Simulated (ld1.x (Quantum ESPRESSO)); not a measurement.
# Pseudopotential generation for neodymium: TM, LDA (PZ), scalar-relativistic.

ld1.x (Quantum ESPRESSO) 7.5 was run on this input:

```
&input
   title='Nd', zed=60., rel=1, dft='PZ', iswitch=3,
   config='[Xe] 4f4 5d0 6s1 6p0',
   nld=4, rlderiv=4.45, eminld=-3.0, emaxld=5.0, deld=0.02
 /
 &inputp
   pseudotype=2, tm=.true., lloc=0,
   nlcc=.true., rcore=1.65,
   file_pseudopw='Nd.UPF', file_wfcaegen='ae.wfc', file_wfcncgen='nc.wfc', file_beta='beta', file_chi='chi'
 /
4
6P  2  1   0.00   0.00  4.10  4.10  0.0
5D  3  2   0.00   0.00  2.25  2.25  0.0
4F  4  3   4.00   0.00  1.65  1.65  0.0
6S  1  0   1.00   0.00  3.45  3.45  0.0
 &test
   configts(1)='4f4 5d0 6s1 6p0'
 /
```

Command:

```bash
ld1.x < Nd.in > Nd.out
```

Output (shortened: banner, matrices, multipoles, cross overlaps and the repeated all-electron block are left out):

```
Program LD1 v.7.5
     --------------------------- All-electron run ----------------------------

     Nd
     scalar relativistic calculation

     atomic number is 60.00
     dft =PZ   lsd =0 sic =0 latt =0  beta=0.20 tr2=1.0E-14
     Exchange-correlation= PZ
                           (   1   1   0   0   0   0   0)
     mesh =1257 r(mesh) = 100.04854 a.u. xmin = -7.00 dx = 0.01250
     1 Ry =  13.60569312 eV, c = 137.03599908

     n l     nl                  e(Ry)          e(Ha)          e(eV)
     1 0     1S 1( 2.00)     -3187.3763     -1593.6882    -43366.4644
     2 0     2S 1( 2.00)      -515.9833      -257.9917     -7020.3108
     2 1     2P 1( 6.00)      -461.5213      -230.7606     -6279.3166
     3 0     3S 1( 2.00)      -112.2472       -56.1236     -1527.2007
     3 1     3P 1( 6.00)       -95.0707       -47.5353     -1293.5021
     4 0     4S 1( 2.00)       -22.6386       -11.3193      -308.0145
     4 1     4P 1( 6.00)       -17.0092        -8.5046      -231.4213
     3 2     3D 1(10.00)       -71.1836       -35.5918      -968.5017
     5 0     5S 1( 2.00)        -3.4265        -1.7132       -46.6196
     5 1     5P 1( 6.00)        -2.0717        -1.0359       -28.1873
     4 2     4D 1(10.00)        -9.0062        -4.5031      -122.5358
     4 3     4F 1( 4.00)        -0.5818        -0.2909        -7.9157
     5 2     5D 1( 0.00)        -0.5538        -0.2769        -7.5353
     6 0     6S 1( 1.00)        -0.6214        -0.3107        -8.4549
     6 1     6P 1( 0.00)        -0.3954        -0.1977        -5.3798

     final scf error:  7.9E-15 reached in  31 iterations

     Etot =  -19233.757083 Ry,   -9616.878542 Ha, -261688.596476 eV

     Ekin =   20466.955053 Ry,   10233.477526 Ha,  278467.109611 eV
     Encl =  -46702.658224 Ry,  -23351.329112 Ha, -635422.035818 eV
     Eh   =    7432.093632 Ry,    3716.046816 Ha,  101118.785223 eV
     Exc  =    -430.147545 Ry,    -215.073772 Ha,   -5852.455492 eV

     normalization and overlap integrals

     s(1S/1S) =  1.000000  <r> =   0.0236  <r2> =    0.0008  r(max) =   0.0151
     s(2S/2S) =  1.000000  <r> =   0.1010  <r2> =    0.0120  r(max) =   0.0857
     s(2P/2P) =  1.000000  <r> =   0.0888  <r2> =    0.0096  r(max) =   0.0693
     s(3S/3S) =  1.000000  <r> =   0.2667  <r2> =    0.0812  r(max) =   0.2449
     s(3P/3P) =  1.000000  <r> =   0.2647  <r2> =    0.0812  r(max) =   0.2389
     s(4S/4S) =  1.000000  <r> =   0.6076  <r2> =    0.4168  r(max) =   0.5659
     s(4P/4P) =  1.000000  <r> =   0.6436  <r2> =    0.4712  r(max) =   0.5875
     s(3D/3D) =  1.000000  <r> =   0.2418  <r2> =    0.0689  r(max) =   0.1956
     s(5S/5S) =  1.000000  <r> =   1.4707  <r2> =    2.4346  r(max) =   1.3240
     s(5P/5P) =  1.000000  <r> =   1.7254  <r2> =    3.3838  r(max) =   1.5003
     s(4D/4D) =  1.000000  <r> =   0.7076  <r2> =    0.5814  r(max) =   0.6176
     s(4F/4F) =  1.000000  <r> =   1.1047  <r2> =    1.6988  r(max) =   0.6657
     s(5D/5D) =  1.000000  <r> =   2.8676  <r2> =    9.7608  r(max) =   2.1829
     s(6S/6S) =  1.000000  <r> =   3.9671  <r2> =   17.6476  r(max) =   3.5101
     s(6P/6P) =  1.000000  <r> =   4.9915  <r2> =   27.9495  r(max) =   4.4511

     ------------------------ End of All-electron run ------------------------

     --------------------- Generating NC pseudopotential ---------------------

      Generating local pot.: lloc=0, matching radius rcloc =   3.4500

      Computing core charge for nlcc:

       r > 1.66 : true rho core
       r < 1.66 : rho core = a sin(br)/r    a=   5.53  b=   1.46

      Integrated core pseudo-charge :  10.13

      Wfc   6P  rcut= 4.078  Using Troullier-Martins method

      Wfc   5D  rcut= 2.238  Using Troullier-Martins method

      Wfc   4F  rcut= 1.658  Using Troullier-Martins method

     ------------------- End of pseudopotential generation -------------------

     Computing logarithmic derivative in   4.42347
     Computing logarithmic derivative in   4.42347
     Computing the partial wave expansion
       no projector for channel:   0
     R is outside the sphere for l=    1 j= 0.00
     R is outside the sphere for l=    2 j= 0.00
     R is outside the sphere for l=    3 j= 0.00

     ---------------------- Testing the pseudopotential ----------------------

     Nd
     scalar relativistic calculation

     atomic number is 60.00   valence charge is  6.00
     dft =PZ   lsd =0 sic =0 latt =0  beta=0.20 tr2=1.0E-14
     mesh =1257 r(mesh) = 100.04854 xmin = -7.00 dx = 0.01250

     n l     nl             e AE (Ry)        e PS (Ry)    De AE-PS (Ry)
     4 3     4F   1( 4.00)       -0.58179       -0.58179       -0.00000
     3 2     5D   1( 0.00)       -0.55383       -0.55383       -0.00000
     1 0     6S   1( 1.00)       -0.62143       -0.62143        0.00000
     2 1     6P   1( 0.00)       -0.39541       -0.39541       -0.00000

     eps = 9.1E-15  iter =  7

     Etot =  -19233.757083 Ry,   -9616.878542 Ha, -261688.596476 eV
     Etotps =   -27.785757 Ry,     -13.892878 Ha,    -378.044478 eV

     Ekin =      74.698075 Ry,      37.349038 Ha,    1016.319086 eV
     Encl =     -20.857333 Ry,     -10.428666 Ha,    -283.778468 eV
     Ehrt =      15.352957 Ry,       7.676479 Ha,     208.887624 eV
     Ecxc =     -17.060443 Ry,      -8.530221 Ha,    -232.119150 eV
     (Ecc =     -10.064643 Ry,      -5.032321 Ha,    -136.936437 eV)
     Epseu=     -79.919013 Ry,     -39.959507 Ha,   -1087.353571 eV

     ---------------------- End of pseudopotential test ----------------------
```

Generation and configuration tests took about 2.7 s on one core of a shared server CPU.
